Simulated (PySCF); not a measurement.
Orbital picture of SbO

TPSS at R = 1.812 Å; PySCF, scalar-relativistic core potentials, basis sets Sb def2-TZVPP with ECP28, O def2-TZVPP. State: ²Π (doublet), unpaired electrons π ↑. Only the outer orbitals are listed, counted within each symmetry, core potentials removing the inner ones.

| spin | orbital | occ. | ε (eV) | on Sb (%) | main shells (%) |
| --- | --- | --- | --- | --- | --- |
| α | 5σ | 1 | -23.29 | 13 | 84 O s |
| α | 6σ | 1 | -13.20 | 82 | 79 Sb s, 10 O p |
| α | 3π | 1 | -8.00 | 28 | 71 O p, 26 Sb p |
| α | 7σ | 1 | -7.99 | 36 | 61 O p, 26 Sb p, 9 Sb s |
| α | 3π | 1 | -7.87 | 30 | 70 O p, 28 Sb p |
| α | 4π | 1 | -4.57 | 77 | 74 Sb p, 23 O p |
| α | 4π | 0 | -4.33 | 76 | 73 Sb p, 24 O p |
| α | 8σ | 0 | -1.05 | 95 | 76 Sb p, 13 Sb d, 11 O p |
| α | 5π | 0 | 2.76 | 100 | 100 Sb p |
| β | 5σ | 1 | -23.00 | 14 | 84 O s |
| β | 6σ | 1 | -12.66 | 80 | 78 Sb s, 12 O p |
| β | 3π | 1 | -7.80 | 27 | 73 O p, 24 Sb p |
| β | 7σ | 1 | -7.80 | 38 | 60 O p, 25 Sb p, 12 Sb s |
| β | 3π | 1 | -7.19 | 26 | 73 O p, 23 Sb p |
| β | 4π | 0 | -4.04 | 79 | 76 Sb p, 21 O p |
| β | 4π | 0 | -3.31 | 80 | 77 Sb p, 20 O p |
| β | 8σ | 0 | -0.80 | 95 | 76 Sb p, 13 Sb d, 10 O p |

**Question.** Which are the highest filled and the lowest empty level, where do they sit, and how wide is the gap?

**Answer.** Highest filled α 4π at -4.57 eV (in %: 74 Sb p, 23 O p); lowest empty α 4π at -4.33 eV (in %: 73 Sb p, 24 O p); the gap at TPSS is 0.24 eV. Both belong to one degenerate shell, split only by its one-sided filling, so this is no excitation gap.

| Quantity | Value |
| --- | --- |
| bond order (Mayer) | 2.06 |
| ⟨S²⟩ | 0.754 |
| charge on Sb (Mulliken, basis-dependent) | 0.54 |
| charge on Sb (Löwdin, basis-dependent) | 0.40 |
| dipole moment (positive dipole means Sb(−)O(+)) | -3.19 D |

Spin–orbit coupling is left out. The state was picked by a PBE0 search and need not be the measured ground state.
